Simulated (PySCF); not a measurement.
## How ionic is MP along the lanthanides?

PBE0 in PySCF with x2c-SVPall on every atom, spin-free X2C, for the lowest determinant that a PBE0 search found; no spin–orbit coupling. A negative dipole means M(+)P(−).

| M | state (unpaired electrons) | Re (Å) | μ (D) |
| --- | --- | --- | --- |
| Ce | doublet (f population 1.2) | 2.328 | -7.58 |
| Pr | triplet (f population 2.3) | 2.324 | -7.50 |
| Tb | septet (f population 8.1) | 2.320 | -6.52 |
| Dy | sextet (f population 9.1) | 2.318 | -6.33 |
| Tm | quintet (f population 12.9) | 2.812 | -3.94 |

Task: Give the ionic character |μ|/(e·Re) of each, with 1 e·Å = 4.803 D, and the positive end.

Result: CeP 68 % (Ce positive), PrP 67 % (Pr positive), TbP 59 % (Tb positive), DyP 57 % (Dy positive), TmP 29 % (Tm positive). Lone pairs and polarisation enter μ too, so this number is only a rough measure of charge transfer.

Spin–orbit coupling is left out. With d or f electrons several states lie close, and the lowest PBE0 determinant need not be the measured ground state.
